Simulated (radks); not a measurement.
Values are calculated unless marked as measured or tabulated.
Minus the highest occupied eigenvalue as an estimate of the ionisation energy, W to W19+. The LB94 potential has the -1/r tail that LDA and GGA lack but no energy functional. Code: a radial shooting solver on a logarithmic mesh with Libxc functionals. Model: Dirac Kohn-Sham, LB94 model potential, spin-unpolarised, spherical densities, finite nucleus; open shells fill j = l - 1/2 first; Fermi nuclear charge, rms radius 5.3658 fm.

[
 {"species": "W", "configuration": "[Xe] 4f14 5d4 6s2", "HOMO": "5d3/2", "-e(HOMO) (eV)": "9.289", "<r> (bohr)": "1.94", "IE, NIST (eV)": "7.864", "kind": "exp."},
 {"species": "W+", "configuration": "[Xe] 4f14 5d4 6s1", "HOMO": "6s1/2", "-e(HOMO) (eV)": "16.899", "<r> (bohr)": "2.86", "IE, NIST (eV)": "16.4", "kind": "semi-emp."},
 {"species": "W2+", "configuration": "[Xe] 4f14 5d4", "HOMO": "5d3/2", "-e(HOMO) (eV)": "26.846", "<r> (bohr)": "1.81", "IE, NIST (eV)": "26.0", "kind": "semi-emp."},
 {"species": "W3+", "configuration": "[Xe] 4f14 5d3", "HOMO": "5d3/2", "-e(HOMO) (eV)": "39.106", "<r> (bohr)": "1.71", "IE, NIST (eV)": "38.2", "kind": "semi-emp."},
 {"species": "W4+", "configuration": "[Xe] 4f14 5d2", "HOMO": "5d3/2", "-e(HOMO) (eV)": "52.480", "<r> (bohr)": "1.62", "IE, NIST (eV)": "51.6", "kind": "semi-emp."},
 {"species": "W5+", "configuration": "[Xe] 4f14 5d1", "HOMO": "5d3/2", "-e(HOMO) (eV)": "66.837", "<r> (bohr)": "1.56", "IE, NIST (eV)": "64.77", "kind": "semi-emp."},
 {"species": "W6+", "configuration": "[Xe] 4f14", "HOMO": "4f7/2", "-e(HOMO) (eV)": "120.17", "<r> (bohr)": "0.600", "IE, NIST (eV)": "122.0", "kind": "semi-emp."},
 {"species": "W7+", "configuration": "[Xe] 4f13", "HOMO": "5p3/2", "-e(HOMO) (eV)": "144.16", "<r> (bohr)": "1.18", "IE, NIST (eV)": "141", "kind": "semi-emp."},
 {"species": "W8+", "configuration": "[Kr] 4d10 4f14 5s2 5p4", "HOMO": "5p3/2", "-e(HOMO) (eV)": "161.07", "<r> (bohr)": "1.17", "IE, NIST (eV)": "160", "kind": "semi-emp."},
 {"species": "W9+", "configuration": "[Kr] 4d10 4f14 5s2 5p3", "HOMO": "5p3/2", "-e(HOMO) (eV)": "180.78", "<r> (bohr)": "1.15", "IE, NIST (eV)": "179", "kind": "semi-emp."},
 {"species": "W10+", "configuration": "[Kr] 4d10 4f14 5s2 5p2", "HOMO": "4f7/2", "-e(HOMO) (eV)": "207.44", "<r> (bohr)": "0.584", "IE, NIST (eV)": "209", "kind": "semi-emp."},
 {"species": "W11+", "configuration": "[Kr] 4d10 4f13 5s2 5p2", "HOMO": "5p1/2", "-e(HOMO) (eV)": "238.63", "<r> (bohr)": "1.04", "IE, NIST (eV)": "232", "kind": "semi-emp."},
 {"species": "W12+", "configuration": "[Kr] 4d10 4f14 5s2", "HOMO": "4f7/2", "-e(HOMO) (eV)": "257.05", "<r> (bohr)": "0.574", "IE, NIST (eV)": "258", "kind": "semi-emp."},
 {"species": "W13+", "configuration": "[Kr] 4d10 4f13 5s2", "HOMO": "4f7/2", "-e(HOMO) (eV)": "290.99", "<r> (bohr)": "0.560", "IE, NIST (eV)": "291", "kind": "semi-emp."},
 {"species": "W14+", "configuration": "[Kr] 4d10 4f12 5s2", "HOMO": "4f7/2", "-e(HOMO) (eV)": "326.39", "<r> (bohr)": "0.546", "IE, NIST (eV)": "325", "kind": "semi-emp."},
 {"species": "W15+", "configuration": "[Kr] 4d10 4f11 5s2", "HOMO": "4f7/2", "-e(HOMO) (eV)": "363.21", "<r> (bohr)": "0.534", "IE, NIST (eV)": "362", "kind": "semi-emp."},
 {"species": "W16+", "configuration": "[Kr] 4d10 4f11 5s1", "HOMO": "4f7/2", "-e(HOMO) (eV)": "392.20", "<r> (bohr)": "0.530", "IE, NIST (eV)": "388", "kind": "semi-emp."},
 {"species": "W17+", "configuration": "[Kr] 4d10 4f11", "HOMO": "4f7/2", "-e(HOMO) (eV)": "421.91", "<r> (bohr)": "0.527", "IE, NIST (eV)": "421", "kind": "semi-emp."},
 {"species": "W18+", "configuration": "[Kr] 4d10 4f10", "HOMO": "4f7/2", "-e(HOMO) (eV)": "461.57", "<r> (bohr)": "0.516", "IE, NIST (eV)": "462", "kind": "semi-emp."},
 {"species": "W19+", "configuration": "[Kr] 4d10 4f9", "HOMO": "4f7/2", "-e(HOMO) (eV)": "502.51", "<r> (bohr)": "0.506", "IE, NIST (eV)": "503", "kind": "semi-emp."}
]

Reference values: NIST Atomic Spectra Database (exp. = measured, semi-emp. = semi-empirical, theory = theoretical value adopted there). Spin polarisation and multiplet splitting are left out.

Beside tabulated values, note that spin-unpolarised runs miss the spin-polarisation part of the exchange energy of open shells.
